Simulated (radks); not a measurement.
Isoelectronic series with 36 electrons, all held in the configuration [Kr], which need not be the ground one along the series. Method: scalar-relativistic Kohn-Sham, PBEsol, spin-polarised, spherical densities, finite nucleus; Fermi nuclear charge, rms radius of each element as measured or else 0.836 A^(1/3) + 0.57 fm; computed with a radial shooting solver on a logarithmic mesh with Libxc functionals. Total energies (hartree) and mean radii <r> (bohr):

ion	E (hartree)	4p	4s	3d	3p
Kr	-2788.45501	1.943	1.572	0.5560	0.5409
Rb+	-2979.16640	1.713	1.453	0.5255	0.5191
Sr2+	-3176.92627	1.547	1.352	0.4983	0.4987
Zr4+	-3593.61767	1.314	1.189	0.4521	0.4622
Nb5+	-3812.57975	1.227	1.123	0.4322	0.4457
Mo6+	-4038.64730	1.153	1.064	0.4141	0.4302
Tc7+	-4271.84847	1.088	1.012	0.3975	0.4158
Ru8+	-4512.20728	1.031	0.9649	0.3823	0.4022
Rh9+	-4759.75746	0.9801	0.9222	0.3682	0.3894
Pd10+	-5014.52868	0.9346	0.8834	0.3551	0.3774
Ag11+	-5276.55678	0.8936	0.8478	0.3430	0.3661
Cd12+	-5545.87421	0.8562	0.8151	0.3317	0.3554
In13+	-5822.52369	0.8220	0.7849	0.3211	0.3452
Sn14+	-6106.54002	0.7907	0.7569	0.3112	0.3356
